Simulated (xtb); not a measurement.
xtb input (GFN2-xTB):

```bash
xtb mol.xyz --gfn 2 --sp --chrg 0 --uhf 0
```
mol.xyz:
```
8

C     -2.93226168    -0.67616125    -0.76576107
O     -1.59636573    -1.16539377    -0.73370089
Ga    -0.20934950    -0.24355539    -0.13226881
Br    -0.49857185     1.88341859     0.66388048
Br     1.83379093    -1.23740816    -0.18083266
H     -3.02329200     0.34183446    -0.37667984
H     -3.56573597    -1.33490795    -0.16742760
H     -3.28930941    -0.68695680    -1.79805957
```

Output:

```
           -------------------------------------------------
          |                Calculation Setup                |
           -------------------------------------------------

           -------------------------------------------------
          |                 G F N 2 - x T B                 |
           -------------------------------------------------

        Reference                      10.1021/acs.jctc.8b01176
      * Hamiltonian:
        H0-scaling (s, p, d)           1.850000    2.230000    2.230000
        zeta-weighting                 0.500000
      * Dispersion:
        s8                             2.700000
        a1                             0.520000
        a2                             5.000000
        s9                             5.000000
      * Repulsion:
        kExp                           1.500000    1.000000
        rExp                           1.000000
      * Coulomb:
        alpha                          2.000000
        third order                    shell-resolved
        anisotropic                    true
        a3                             3.000000
        a5                             4.000000
        cn-shift                       1.200000
        cn-exp                         4.000000
        max-rad                        5.000000

          ...................................................
          :                      SETUP                      :
          :.................................................:
          :  # basis functions                  41          :
          :  # atomic orbitals                  38          :
          :  # shells                           16          :
          :  # electrons                        30          :
          :  max. iterations                   250          :
          :  Hamiltonian                  GFN2-xTB          :
          :  restarted?                      false          :
          :  GBSA solvation                  false          :
          :  PC potential                    false          :
          :  electronic temp.          300.0000000     K    :
          :  accuracy                    1.0000000          :
          :  -> integral cutoff          0.2500000E+02      :
          :  -> integral neglect         0.1000000E-07      :
          :  -> SCF convergence          0.1000000E-05 Eh   :
          :  -> wf. convergence          0.1000000E-03 e    :
          :  Broyden damping             0.4000000          :
          :  net charge                          0          :
          :  unpaired electrons                  0          :
          ...................................................

 iter      E             dE          RMSdq      gap      omega  full diag
   1    -17.2823491 -0.172823E+02  0.131E+01    4.09       0.0  T
   2    -17.3123007 -0.299516E-01  0.801E+00    3.80       1.0  T
   3    -17.3146181 -0.231738E-02  0.245E+00    3.70       1.0  T
   4    -17.3168511 -0.223304E-02  0.165E+00    3.75       1.0  T
   5    -17.3172364 -0.385266E-03  0.970E-01    3.77       1.0  T
   6    -17.3175719 -0.335534E-03  0.535E-01    3.76       1.0  T
   7    -17.3176331 -0.611782E-04  0.406E-01    3.77       1.0  T
   8    -17.3177109 -0.778301E-04  0.129E-01    3.77       1.0  T
   9    -17.3177181 -0.712221E-05  0.570E-02    3.78       1.0  T
  10    -17.3177192 -0.114798E-05  0.239E-02    3.77       1.5  T
  11    -17.3177197 -0.439675E-06  0.624E-03    3.78       5.7  T
  12    -17.3177197 -0.230101E-07  0.184E-03    3.78      19.2  T
  13    -17.3177197 -0.189942E-08  0.831E-04    3.78      42.6  T
  14    -17.3177197 -0.222862E-09  0.203E-04    3.78     173.9  T

   *** convergence criteria satisfied after 14 iterations ***

         #    Occupation            Energy/Eh            Energy/eV
      -------------------------------------------------------------
         1        2.0000           -0.8743320             -23.7918
       ...           ...                  ...                  ...
         9        2.0000           -0.4827655             -13.1367
        10        2.0000           -0.4746329             -12.9154
        11        2.0000           -0.4712438             -12.8232
        12        2.0000           -0.4702693             -12.7967
        13        2.0000           -0.4635545             -12.6140
        14        2.0000           -0.4628058             -12.5936
        15        2.0000           -0.4623372             -12.5808 (HOMO)
        16                         -0.3235628              -8.8046 (LUMO)
        17                         -0.1630632              -4.4372
        18                         -0.0677534              -1.8437
        19                         -0.0570580              -1.5526
        20                         -0.0213078              -0.5798
       ...                                ...                  ...
        38                          2.9913201              81.3980
      -------------------------------------------------------------
                  HL-Gap            0.1387744 Eh            3.7762 eV
             Fermi-level           -0.3929500 Eh          -10.6927 eV

 SCC (total)                   0 d,  0 h,  0 min,  0.012 sec
 SCC setup                      ...        0 min,  0.000 sec (  0.842%)
 Dispersion                     ...        0 min,  0.000 sec (  0.265%)
 classical contributions        ...        0 min,  0.000 sec (  0.129%)
 integral evaluation            ...        0 min,  0.001 sec ( 10.409%)
 iterations                     ...        0 min,  0.004 sec ( 34.681%)
 molecular gradient             ...        0 min,  0.006 sec ( 52.859%)
 printout                       ...        0 min,  0.000 sec (  0.737%)

         :::::::::::::::::::::::::::::::::::::::::::::::::::::
         ::                     SUMMARY                     ::
         :::::::::::::::::::::::::::::::::::::::::::::::::::::
         :: total energy             -17.247977899812 Eh    ::
         :: gradient norm              0.010083734563 Eh/a0 ::
         :: HOMO-LUMO gap              3.776244126196 eV    ::
         ::.................................................::
         :: SCC energy               -17.317711774312 Eh    ::
         :: -> isotropic ES            0.038645587756 Eh    ::
         :: -> anisotropic ES         -0.000956656174 Eh    ::
         :: -> anisotropic XC         -0.020109043464 Eh    ::
         :: -> dispersion             -0.006074563507 Eh    ::
         :: repulsion energy           0.069733874500 Eh    ::
         :: add. restraining           0.000000000000 Eh    ::
         :: total charge              -0.000000000000 e     ::
         :::::::::::::::::::::::::::::::::::::::::::::::::::::

           -------------------------------------------------
          |                Property Printout                |
           -------------------------------------------------

    * Orbital Energies and Occupations

         #    Occupation            Energy/Eh            Energy/eV
      -------------------------------------------------------------
         1        2.0000           -0.8743320             -23.7918
       ...           ...                  ...                  ...
         3        2.0000           -0.7247714             -19.7220
         4        2.0000           -0.6576514             -17.8956
         5        2.0000           -0.6048756             -16.4595
         6        2.0000           -0.5629311             -15.3181
         7        2.0000           -0.5616432             -15.2831
         8        2.0000           -0.5438966             -14.8002
         9        2.0000           -0.4827655             -13.1367
        10        2.0000           -0.4746329             -12.9154
        11        2.0000           -0.4712438             -12.8232
        12        2.0000           -0.4702693             -12.7967
        13        2.0000           -0.4635545             -12.6140
        14        2.0000           -0.4628058             -12.5936
        15        2.0000           -0.4623372             -12.5808 (HOMO)
        16                         -0.3235628              -8.8046 (LUMO)
        17                         -0.1630632              -4.4372
        18                         -0.0677534              -1.8437
        19                         -0.0570580              -1.5526
        20                         -0.0213078              -0.5798
        21                         -0.0143716              -0.3911
        22                         -0.0075157              -0.2045
        23                         -0.0039147              -0.1065
        24                         -0.0004062              -0.0111
        25                         -0.0003759              -0.0102
        26                          0.0271728               0.7394
       ...                                ...                  ...
        38                          2.9913201              81.3980
      -------------------------------------------------------------
                  HL-Gap            0.1387744 Eh            3.7762 eV
             Fermi-level           -0.3929500 Eh          -10.6927 eV

     #   Z          covCN         q      C6AA      α(0)
     1   6 C        3.688     0.056    19.821     6.372
     2   8 O        1.605    -0.323    19.444     5.951
     3  31 Ga       2.458     0.138   215.232    32.900
     4  35 Br       0.817    -0.040   185.797    21.977
     5  35 Br       0.818    -0.010   184.981    21.928
     6   1 H        0.924     0.064     2.148     2.292
     7   1 H        0.924     0.057     2.230     2.336
     8   1 H        0.924     0.057     2.230     2.336

 Mol. C6AA /au·bohr⁶  :       2982.651744
 Mol. C8AA /au·bohr⁸  :     181826.518508
 Mol. α(0) /au        :         96.091257

Wiberg/Mayer (AO) data.
largest (>0.10) Wiberg bond orders for each atom

 ---------------------------------------------------------------------------
     #   Z sym  total        # sym  WBO       # sym  WBO       # sym  WBO
 ---------------------------------------------------------------------------
     1   6 C    3.942 --     8 H    0.975     7 H    0.975     2 O    0.961
                             6 H    0.951
     2   8 O    2.363 --     3 Ga   1.146     1 C    0.961     4 Br   0.125
                             5 Br   0.104
     3  31 Ga   3.686 --     5 Br   1.241     4 Br   1.194     2 O    1.146
     4  35 Br   1.502 --     3 Ga   1.194     5 Br   0.168     2 O    0.125
     5  35 Br   1.530 --     3 Ga   1.241     4 Br   0.168     2 O    0.104
     6   1 H    0.996 --     1 C    0.951
     7   1 H    0.994 --     1 C    0.975
     8   1 H    0.994 --     1 C    0.975
 ---------------------------------------------------------------------------

Topologies differ in total number of bonds
Writing topology from bond orders to xtbtopo.mol

molecular dipole:
                 x           y           z       tot (Debye)
 q only:       -0.499       0.281       0.027
   full:       -1.419      -0.317      -0.366       3.811
molecular quadrupole (traceless):
                xx          xy          yy          xz          yz          zz
 q only:        6.252      -0.464      -4.371       1.148      -1.176      -1.882
  q+dip:        2.865       7.468      -8.599       2.202      -5.084       5.734
   full:        2.376       7.712      -9.826       1.822      -6.454       7.449

           -------------------------------------------------
          | TOTAL ENERGY              -17.247977899812 Eh   |
          | GRADIENT NORM               0.010083734563 Eh/α |
          | HOMO-LUMO GAP               3.776244126196 eV   |
           -------------------------------------------------

------------------------------------------------------------------------
Note: The following floating-point exceptions are signalling: IEEE_DENORMAL
normal termination of xtb
------------------------------------------------------------------------
 total:
 SCF:
```
